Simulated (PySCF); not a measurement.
## EuH2 at several levels of theory

Computed with PySCF 2.14.0 (density fitting, no spin-orbit coupling) at the geometry relaxed with PBE0:

```xyz
3
EuH2 (singlet in the valence; each metal's 4f electrons, 7 of them, lie in its core potential, out of spins and levels)
Eu    0.0000    0.0000   -0.1301
H     1.8408    0.0000    1.0202
H    -1.8408    0.0000    1.0202
```

```
level                                  basis    state  HOMO (eV)  gap (eV)  charge on Eu1 (e)  population of f-type functions on Eu1 (polarisation alone where 4f lies in the core)  dipole about the centre of mass (D)  largest force component (eV/Å)
 PBE0  Eu lcecp-0-SVP with ECP53, H def2-SVP  singlet          –         –               0.42                                                                                  0.01                                 6.63                            0.01
 BLYP                               the same  singlet          –         –               0.32                                                                                  0.01                                 6.08                            0.21
 TPSS                               the same  singlet          –         –               0.47                                                                                  0.01                                 6.50                            0.04
```

In the lcecp rows the 4f levels are missing from HOMO and gap, and the state counts the valence alone.

Charges are Mulliken's, which hang on the basis. The relaxation used the grid (50, 194), these runs (75, 302) or, all-electron (x2c bases, spin-free X2C Hamiltonian), (99, 590).

Task: What does PBE0 with Eu lcecp-0-TZVP with ECP53, H def2-TZVP give here?

Result: state singlet, charge on Eu1 (e) 0.64, population of f-type functions on Eu1 (polarisation alone where 4f lies in the core) 0.01, dipole about the centre of mass (D) 6.66, largest force component (eV/Å) 0.08. Time: 1.9 s on 2 threads of Intel(R) Xeon(R) Platinum 8488C (Sapphire Rapids) (shared host), from free ions and atoms.

An lcecp potential fixes the number of 4f electrons, so in runs with it no electron can move into or out of that shell.
